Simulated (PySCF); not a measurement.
**Relaxation of singlet NbSCl₃**

All numbers come from PySCF, PBE0, basis Nb def2-SVP with ECP28, S def2-SVP, Cl def2-SVP (scalar-relativistic core potentials, no spin–orbit coupling, density fitting). A (50,194) grid was used.

A hand-made see-saw (ligand arrangement 2) start, of Cs symmetry, held to at least that symmetry:

```xyz
5
charge 0 multiplicity 1, angstrom
Nb    0.0000   -0.0694   -0.5201
S     0.0000   -2.2511   -0.3292
Cl    0.0000    2.3812   -0.3057
Cl    1.9385   -0.0694    0.9944
Cl   -1.9385   -0.0694    0.9944
```

**Question.** What forces act on the atoms at the start (eV/Å)?

**Answer.** 
| atom | Fx | Fy | Fz |
| --- | --- | --- | --- |
| Nb1 | 0.00 | -0.71 | 4.71 |
| S2 | 0.00 | 1.29 | -1.27 |
| Cl3 | 0.00 | -1.10 | -0.81 |
| Cl4 | -1.53 | 0.26 | -1.32 |
| Cl5 | 1.53 | 0.26 | -1.32 |

**Question.** What does it relax to?

**Answer.** It ends at C3v with Nb–Cl 2.273 Å (×3), Nb–S 2.118 Å; Cl–Nb–Cl 110.9° (×3), Cl–Nb–S 108.0° (×3) (after a last refinement on a finer grid). The frequency run here used a shortcut that can spoil soft modes, so no verdict on minimum or saddle point is given.

**Question.** How much energy is released, and in how many steps?

**Answer.** 306.0 kJ/mol in 12 steps.

The relaxation took of the order of 90 core-seconds on a shared host.
